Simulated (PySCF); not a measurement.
C₃H₉AlO₃.
Atom-mapped SMILES: `[CH3:1][O+:2]([AlH3-:3])[CH2:4][O:5][CH:6]=[O:7]` (hydrogens: H8, H9, H10 on C1; H11, H12, H13 on Al3; H14, H15 on C4; H16 on C6)

Torsions of this conformer, `[CH3:1][O+:2]([AlH3-:3])[CH2:4][O:5][CH:6]=[O:7]`: C1–O2–C4–O5 -79°, O2–C4–O5–C6 96°, C4–O5–C6–O7 -2°.

The closed-shell ground state was solved at several levels (PySCF, density fitting, gas phase, non-relativistic). The structure is a single PBE0-D3(BJ)/def2-SVP conformer in the gas phase; no vibrational or solvent corrections.

| level | basis functions | total energy (Eh) | HOMO (eV) | LUMO (eV) | gap (eV) | dipole (D) |
| --- | --- | --- | --- | --- | --- | --- |
| CAM-B3LYP/pcSseg-1 | 171 | -587.6476 | -8.89 | 0.40 | 9.29 | 3.83 |
| PBE0/pcSseg-1 | 171 | -587.2713 | -7.51 | -0.84 | 6.67 | 3.77 |

(1) Estimate the row for CAM-B3LYP/def2-SVPD, a basis of 225 functions; the other rows only guide the guess.

(2) Over all these levels, which gives the widest orbital gap and which the narrowest?

(3) How far do the dipole and the HOMO energy spread over the levels?

Answers

(1) Total energy -587.3715 Eh, HOMO -8.91 eV, LUMO 0.17 eV, gap 9.08 eV, dipole 3.63 D.

(2) CAM-B3LYP/pcSseg-1 (range-separated hybrid) has the widest, 9.29 eV, and PBE0/pcSseg-1 (global hybrid, 25 % exact exchange) the narrowest, 6.67 eV. The two share the basis. From the narrowest to the widest the HOMO moves by -1.38 eV and the LUMO by +1.24 eV.

(3) The dipole runs from 3.63 to 3.83 D (mean 3.74 D) and the HOMO from -8.91 to -7.51 eV.
